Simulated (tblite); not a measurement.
C4H16GeSi2.
Numbering: `[CH3:1][C:2]([CH3:3])([CH3:4])[GeH2:5][SiH2:6][SiH3:7]` (hydrogens: H8, H9, H10 on C1; H11, H12, H13 on C3; H14, H15, H16 on C4; H17, H18 on Ge5; H19, H20 on Si6; H21, H22, H23 on Si7)

Computed with GFN2-xTB (tblite), gas phase: L-BFGS steps from a force-field or distance-geometry start until the largest atomic force falls under 0.01 eV/Å.

Step 17: E = -601.0786 eV
```
atom  x, y, z in Å  |  force x, y, z in eV/Å
C1     -2.5530   -0.6323   -0.7693    0.020   0.023  -0.009
C2     -1.3591   -0.1619    0.0574   -0.029   0.029   0.009
C3     -1.1524    1.3338   -0.1605    0.022   0.002  -0.040
C4     -1.5841   -0.4134    1.5446    0.036   0.011   0.012
Ge5     0.3239   -1.1351   -0.5394    0.008  -0.137  -0.085
Si6     2.1809    0.2082   -1.1000    0.058   0.019   0.005
Si7     3.6714    0.5672    0.6428    0.039   0.018   0.052
H8     -3.3425    0.1206   -0.7832   -0.028  -0.081   0.087
H9     -2.2460   -0.8138   -1.8002   -0.089   0.033  -0.001
H10    -2.9561   -1.5588   -0.3617    0.016   0.018  -0.089
H11    -0.3140    1.6947    0.4356    0.001   0.030  -0.009
H12    -0.9510    1.5483   -1.2086    0.040  -0.011  -0.051
H13    -2.0424    1.8977    0.1215    0.002  -0.023   0.066
H14    -2.3274    0.2697    1.9586   -0.032  -0.052  -0.060
H15    -1.9140   -1.4362    1.7210    0.020   0.009  -0.014
H16    -0.6510   -0.2649    2.0874   -0.005   0.046   0.074
H17     0.6543   -2.1572    0.5388    0.013   0.029   0.021
H18    -0.0633   -2.0854   -1.6757    0.003   0.096   0.080
H19     1.6721    1.4780   -1.6372   -0.012   0.028   0.014
H20     2.8431   -0.3918   -2.2675    0.000  -0.045   0.029
H21     4.9919   -0.0055    0.3619   -0.031   0.018   0.001
H22     3.2257   -0.0256    1.9110   -0.026  -0.011  -0.043
H23     3.8883    1.9908    0.9327   -0.024  -0.049  -0.048
```

Step 18: E = -601.0818 eV
```
atom  x, y, z in Å  |  force x, y, z in eV/Å
C1     -2.5548   -0.6324   -0.7688    0.025   0.034  -0.006
C2     -1.3634   -0.1625    0.0594    0.080  -0.006  -0.037
C3     -1.1515    1.3322   -0.1607    0.010  -0.017  -0.040
C4     -1.5871   -0.4140    1.5462    0.056   0.030  -0.026
Ge5     0.3230   -1.1373   -0.5398    0.010  -0.111  -0.067
Si6     2.1840    0.2083   -1.1019    0.028   0.002   0.051
Si7     3.6739    0.5680    0.6440    0.012  -0.011   0.020
H8     -3.3445    0.1183   -0.7723   -0.081  -0.060   0.085
H9     -2.2520   -0.8001   -1.8031   -0.071   0.018   0.000
H10    -2.9523   -1.5637   -0.3680    0.009   0.007  -0.090
H11    -0.3102    1.6902    0.4343   -0.025   0.034  -0.022
H12    -0.9520    1.5448   -1.2101    0.042  -0.013  -0.031
H13    -2.0415    1.8954    0.1217    0.010   0.004   0.073
H14    -2.3329    0.2691    1.9547   -0.053  -0.078  -0.034
H15    -1.9078   -1.4403    1.7225    0.019   0.050   0.003
H16    -0.6537   -0.2528    2.0850   -0.013   0.020   0.091
H17     0.6592   -2.1571    0.5429   -0.001   0.041  -0.011
H18    -0.0695   -2.0858   -1.6774    0.015   0.094   0.097
H19     1.6757    1.4781   -1.6383   -0.015   0.034   0.011
H20     2.8431   -0.3930   -2.2685    0.014  -0.054   0.010
H21     4.9958   -0.0018    0.3663   -0.025   0.008  -0.001
H22     3.2223   -0.0264    1.9089   -0.023  -0.011  -0.036
H23     3.8913    1.9896    0.9332   -0.024  -0.014  -0.038
```

Task: Estimate the geometry and energy of step 19. (The exact step hangs on the optimiser's Hessian estimate; all steps are aligned on step 18, rigid shifts and turns removed.)

Result: E = -601.0854 eV, largest force 0.197 eV/Å
```
atom  x, y, z in Å  |  force x, y, z in eV/Å
C1     -2.5566   -0.6318   -0.7684    0.022   0.037   0.001
C2     -1.3667   -0.1635    0.0609    0.176  -0.040  -0.078
C3     -1.1503    1.3303   -0.1615    0.000  -0.029  -0.033
C4     -1.5892   -0.4139    1.5476    0.066   0.043  -0.061
Ge5     0.3224   -1.1416   -0.5416    0.024  -0.029  -0.015
Si6     2.1881    0.2086   -1.1032   -0.014  -0.016   0.078
Si7     3.6772    0.5687    0.6459   -0.024  -0.041  -0.024
H8     -3.3489    0.1143   -0.7588   -0.120  -0.032   0.084
H9     -2.2602   -0.7843   -1.8064   -0.047   0.010  -0.004
H10    -2.9483   -1.5691   -0.3775    0.008  -0.011  -0.078
H11    -0.3064    1.6859    0.4322   -0.045   0.034  -0.034
H12    -0.9522    1.5405   -1.2122    0.035  -0.011  -0.008
H13    -2.0401    1.8930    0.1232    0.026   0.021   0.063
H14    -2.3401    0.2669    1.9500   -0.069  -0.096  -0.012
H15    -1.9002   -1.4438    1.7246    0.022   0.084   0.017
H16    -0.6570   -0.2387    2.0845   -0.022  -0.005   0.096
H17     0.6646   -2.1564    0.5467   -0.015   0.044  -0.040
H18    -0.0761   -2.0851   -1.6774    0.016   0.060   0.080
H19     1.6795    1.4789   -1.6396   -0.012   0.025   0.014
H20     2.8434   -0.3951   -2.2698    0.025  -0.055   0.000
H21     4.9999    0.0024    0.3715   -0.008  -0.008  -0.004
H22     3.2181   -0.0273    1.9060   -0.021  -0.016  -0.018
H23     3.8944    1.9881    0.9334   -0.023   0.030  -0.025
```

The energy changes by -0.0036 eV. The first-order estimate −F·Δx gives -0.0048 eV and the mean of the old and new forces, exact on a quadratic surface, -0.0037 eV. The step makes an angle of 69° with the force vector and moves no atom by more than 0.018 Å.

What follows is the cost of the whole relaxation. Time: 2.3 s. Hardware: one thread of an Arm Neoverse V1, no GPU, shared host with 32 logical CPUs at a one-minute load of 29.
